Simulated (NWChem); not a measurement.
SiHCl2F; SMILES F[SiH](Cl)Cl

Program: NWChem. Each level has its own optimisation; frequencies are unscaled.

For level PBE0/def2-SVP:

| Item | Result |
|---|---|
| highest harmonic frequency (cm⁻¹) | 2342 |
| dipole (D) | 1.20 |

Question: What are these values for level PBE/def2-SVP?

Answer: 
| Property | Value |
|---|---|
| highest harmonic frequency (cm⁻¹) | 2255 |
| dipole (D) | 1.08 |
